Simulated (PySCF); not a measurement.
CH₇FN₂Si, SMILES N[Si@@H](NC)F.

Geometry optimised at r2SCAN-D4/def2-SVP. The structure was generated by enumeration; whether it is a known compound was not checked. Other conformers were not sampled.

Method: TDA-M06-2X/def2-SVPD (PySCF).

Vertical excitations. Gas-phase values at a fixed geometry.

Computed lowest excited states:
```tsv
state	energy (eV)	λ (nm)	f	main pairs
S1	6.71	185	0.003	HOMO→LUMO 47 %, HOMO→LUMO+1 37 %, HOMO→LUMO+3 10 %
S2	7.06	176	0.043	HOMO−1→LUMO 73 %, HOMO−1→LUMO+1 15 %
S3	7.40	168	0.024	HOMO→LUMO+1 52 %, HOMO→LUMO 34 %
S4	7.88	157	0.007	HOMO→LUMO+3 58 %, HOMO→LUMO+2 20 %, HOMO→LUMO 13 %
S5	8.05	154	0.072	HOMO→LUMO+2 57 %, HOMO→LUMO+3 25 %
S6	8.25	150	0.018	HOMO−1→LUMO+2 46 %, HOMO−1→LUMO+1 27 %, HOMO−1→LUMO+4 12 %
S7	8.37	148	0.039	HOMO−1→LUMO+1 32 %, HOMO−1→LUMO+2 25 %, HOMO−1→LUMO 12 %, HOMO−1→LUMO+3 9 %
S8	8.56	145	0.031	HOMO→LUMO+4 64 %, HOMO→LUMO+5 20 %
S9	8.68	143	0.020	HOMO−1→LUMO+6 59 %
S10	8.83	140	0.026	HOMO→LUMO+5 51 %, HOMO→LUMO+8 19 %, HOMO→LUMO+4 14 %
T1	6.56	189	0	HOMO→LUMO 41 %, HOMO→LUMO+1 32 %, HOMO→LUMO+3 16 %
T2	6.77	183	0	HOMO−1→LUMO 66 %, HOMO−1→LUMO+1 18 %
T3	7.15	173	0	HOMO→LUMO+2 42 %, HOMO→LUMO+1 25 %, HOMO→LUMO 11 %
T4	7.48	166	0	HOMO→LUMO+1 32 %, HOMO→LUMO+2 20 %, HOMO→LUMO+3 18 %, HOMO→LUMO 17 %
```
Triplets are in the Tamm–Dancoff approximation.
